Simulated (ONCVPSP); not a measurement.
## Cd (Z = 48), ONCV: configuration errors across variants

| Item | Value |
| --- | --- |
| Element | Cd |
| Generator | ONCVPSP 4.0.1 |
| Type | optimised norm-conserving Vanderbilt (ONCV) |
| Functional | PBEsol |
| Relativity | scalar-relativistic |
| Frozen core | [Ar] 3d10 |
| Valence charge | 20 |
| Reference configuration | 4s2 4p6 4d10 5s2 |
| Partial waves | 4s+5s: rc 1.35 bohr, ncon 4, nbas 8, qcut 11.8 1/bohr, 2 projectors; 4p: rc 1.05 bohr, ncon 4, nbas 8, qcut 8.6 1/bohr, 3 projectors, debl 0.3 Ha; 4d: rc 1.80 bohr, ncon 4, nbas 8, qcut 7.8 1/bohr, 2 projectors, debl 0.9 Ha |
| Local potential | polynomial inside 1.05 bohr (lpopt 5, dvloc0 0 Ha) |
| Core correction | Teter function, fcfact 3.25, rcfact 1.2 |

In the p channel the program set the typed energies aside and used -2.458, 0.250, 0.550 Ha.

All-electron excitation energies from the reference (eV): (1) 4s2 4p6 4d10 5s1 9.309; (2) 4s2 4p6 4d10 5s0 26.406; (3) 4s2 4p6 4d9 5s0 64.404; (4) 4s2 4p6 4d10 5s0 5p1 15.158.

1 further variants failed, have other tests or too few solved ones, and are left out.

A true bound ghost makes a file unfit for plane-wave use even where its test errors are small: the radial tests pick states by their node count and pass the ghost by.

Errors AE − PS in meV (a dash: test not solved or not reliable):

```csv
change,(1),(2),(3),(4),bound ghosts,GHOST(+) flags above zero
base,-0.9,-1.7,-3.7,-0.7,p,s
"local potential polynomial inside 0.80 bohr (lpopt 5, dvloc0 6 Ha)",-0.9,-1.7,-3.7,-0.7,p,s
p: qcut 11.6,-0.9,-1.7,-3.9,-0.8,p,"s, p"
```

(1) Give the same row for: local potential polynomial inside 1.05 bohr (lpopt 5, dvloc0 4.5 Ha).

Answers

(1) -0.8, -1.5, -3.5, -0.6; bound ghosts: p; GHOST(+) flags above zero: s.
